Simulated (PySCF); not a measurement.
SMILES [C]#CC(F)(F)F, doublet, CAM-B3LYP/def2-SVP optimised geometry.

```
6

C     -1.36    -1.59    -2.13
C     -0.93    -0.99    -1.17
C     -0.40    -0.27     0.00
F      0.93    -0.27     0.00
F     -0.82     0.99     0.00
F     -0.82    -0.84     1.13
```

Density from unrestricted CAM-B3LYP/def2-TZVP in PySCF at that geometry.

Minimum of the electron density along straight lines between bonded atoms, close to the bond critical point (lines longer than 1.1 times the sum of covalent radii, or with two minima, are not listed):

```json
[
 {"bond": "C1–C2", "length / Å": "1.205", "ρ at the minimum / e bohr⁻³": "0.401", "∇²ρ there / e bohr⁻⁵": "-1.06", "position (fraction from the first atom)": "0.49"},
 {"bond": "C2–C3", "length / Å": "1.473", "ρ at the minimum / e bohr⁻³": "0.284", "∇²ρ there / e bohr⁻⁵": "-0.84", "position (fraction from the first atom)": "0.50"},
 {"bond": "C3–F4", "length / Å": "1.331", "ρ at the minimum / e bohr⁻³": "0.296", "∇²ρ there / e bohr⁻⁵": "-0.58", "position (fraction from the first atom)": "0.34"},
 {"bond": "C3–F5", "length / Å": "1.330", "ρ at the minimum / e bohr⁻³": "0.297", "∇²ρ there / e bohr⁻⁵": "-0.58", "position (fraction from the first atom)": "0.34"},
 {"bond": "C3–F6", "length / Å": "1.330", "ρ at the minimum / e bohr⁻³": "0.297", "∇²ρ there / e bohr⁻⁵": "-0.58", "position (fraction from the first atom)": "0.34"}
]
```
